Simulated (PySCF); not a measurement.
Worked example: chemical shift, span and skew from a shielding tensor

C₃H₆BFN₂, SMILES NCC#CB(N)F. Atoms are numbered in the order given.

```xyz
13

N     -3.1617    -0.6678     0.0646
C     -2.0629    -1.0286     0.9530
C     -0.7796    -0.4957     0.4698
C      0.2682    -0.0151     0.0858
B      1.6109     0.5723    -0.4049
N      2.8378    -0.0113    -0.0675
F      1.6095     1.6769    -1.1747
H     -3.2427     0.3462     0.0058
H     -4.0404    -1.0149     0.4449
H     -1.9881    -2.1289     0.9950
H     -2.1829    -0.6882     2.0036
H      2.9064    -0.8441     0.5011
H      3.7217     0.3666    -0.3853
```

The structure is a stationary point at ωB97X-D3(BJ)/def2-SVP. This is a generated structure with no PubChem entry under its InChIKey; it may be hypothetical. The values are those of a single conformer.

GIAO shieldings from PySCF with PBE/pcSseg-1, non-relativistic, no solvent. The symmetric part of the tensor of C3 has the principal values -18.7, -14.5, 256.9 ppm. The same nucleus in TMS has σ = 182.0 ppm at this level (PySCF, at its B3LYP-D3(BJ)/def2-TZVP geometry).

Work out the isotropic shielding, the ¹³C shift against TMS, the span and the skew.


σ(iso) = (σ11 + σ22 + σ33)/3 = 74.6 ppm. δ = σ(ref) − σ(iso) = 182.0 − (74.6) = 107.4 ppm.
Span Ω = σ33 − σ11 = 275.6 ppm. Skew κ = 3(σ(iso) − σ22)/Ω = 0.97. Tumbling in solution averages the tensor to δ; in a static solid the shielding alone would spread this spin-1/2 line over Ω.
